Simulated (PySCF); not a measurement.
## Polarisability and C₆ of Cr⁺ (chromium, charge +1)

[Ar] 3d5, high-spin 6S determinant. Computed with PySCF 2.14 in aug-cc-pVDZ-DK, with scalar relativity by spin-free X2C-1e. Coupled (time-dependent) response in atomic units; α is the mean over directions. A double-zeta set is small for polarisabilities.

```tsv
method	mean α (bohr³)	C₆ (like pair)	S(−4)
wB97M-V	13.04	46.77	237.9
BHandHLYP	10.96	38.97	139.7
```

S(−4) is the Cauchy moment in α(ω) = α(0) + S(−4) ω² + …

α(iu) at BHandHLYP:

```
u (hartree)  α(iu) (bohr³)
          0          10.96
     0.0500          10.62
      0.100          9.796
      0.200          7.843
      0.300          6.353
      0.500          4.579
      0.750          3.351
       1.00          2.595
       1.50          1.727
       2.00          1.249
       3.00         0.7421
       5.00         0.3399
```

A single London oscillator, α(iu) = α/(1 + u²/ω²), gives C₆ = (3/4) ω α². Matching the computed C₆ needs ω = 4 × 38.97 / (3 × 10.96²) = 0.433 hartree.

For an ion, C₆ is the dispersion term alone; charge-induced terms of lower order in 1/R come first.
